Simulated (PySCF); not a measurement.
# Spin–spin coupling constants

Geometry:
```json
{"atom": "C1", "x (Å)": "0.715", "y (Å)": "-0.584", "z (Å)": "-0.370"}
{"atom": "C2", "x (Å)": "-0.483", "y (Å)": "0.008", "z (Å)": "-0.860"}
{"atom": "C3", "x (Å)": "-1.160", "y (Å)": "0.759", "z (Å)": "0.046"}
{"atom": "Se4", "x (Å)": "-0.296", "y (Å)": "0.785", "z (Å)": "1.683"}
{"atom": "C5", "x (Å)": "0.996", "y (Å)": "-0.306", "z (Å)": "0.929"}
{"atom": "H6", "x (Å)": "1.356", "y (Å)": "-1.206", "z (Å)": "-0.983"}
{"atom": "H7", "x (Å)": "-0.832", "y (Å)": "-0.130", "z (Å)": "-1.877"}
{"atom": "H8", "x (Å)": "-2.085", "y (Å)": "1.295", "z (Å)": "-0.101"}
{"atom": "H9", "x (Å)": "1.845", "y (Å)": "-0.639", "z (Å)": "1.505"}
```

Indirect spin–spin couplings were computed at B97-2/pcJ-2 (pcSseg-2 on Se) (PySCF) on a PBE0-D3(BJ)/def2-TZVP structure, for the isolated molecule, without vibrational or relativistic corrections. Couplings are averaged over pairs made equivalent by symmetry, fast rotation or ring inversion, so a value needn't be that of the named pair in this geometry, while other rotamers aren't included; one pair stands for each set, and the list holds those of at least 0.8 Hz over up to four bonds.

Isotopes: 13C, 1H.

```csv
pair,bonds,J (Hz)
"C1, C2",1,57.6
"C1, C5",1,65.8
"C1, H6",1,156.7
"C3, H8",1,?
"C1, C3",2,2.5
"C1, H7",2,5.7
"C1, H9",2,?
"C3, C5",2,?
"C3, H7",2,7.1
"C1, H8",3,?
"C3, H6",3,10.8
"C3, H9",3,3.4
"H6, H7",3,?
"H6, H9",3,6.2
"H6, H8",4,0.8
"H8, H9",4,2.0
```

Estimate the withheld couplings, with signs.

Answers


- 1J(C3,H8) = 180.1 Hz (bond length 1.079 Å, sp2 carbon)
- 2J(C1,H9) = 4.2 Hz (angle at C5 128°)
- 2J(C3,C5) = 7.6 Hz (angle at Se4 88°)
- 3J(C1,H8) = 10.5 Hz (dihedral angle 180°)
- 3J(H6,H7) = 4.2 Hz (dihedral angle 0°)

Relativistic effects of the heavier atoms present are left out.
